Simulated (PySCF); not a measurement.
AlFClBr, SMILES [F][Al]([Cl])[Br].

Coordinates come from a PBE0-D3(BJ)/def2-SVP optimisation.

Method: PBE0-D3(BJ)/def2-SVP (PySCF).

Frequencies are harmonic and unscaled.

| mode | ν (cm⁻¹) | IR (km/mol) | moving atoms (share of kinetic energy) |
|---|---|---|---|
| 1 | 129 | 4.6 | Cl 46 %, Br 22 %, Al 19 %, F 13 % |
| 2 | 191 | 19.3 | F 69 %, Br 16 %, Cl 12 % |
| 3 | 223 | 55.5 | Al 76 %, F 16 % |
| 4 | 369 | 18.5 | Cl 30 %, Br 25 %, Al 24 %, F 21 % |
| 5 | 609 | 197.2 | Al 70 %, Cl 26 % |
| 6 | 906 | 120.3 | F 52 %, Al 47 % |
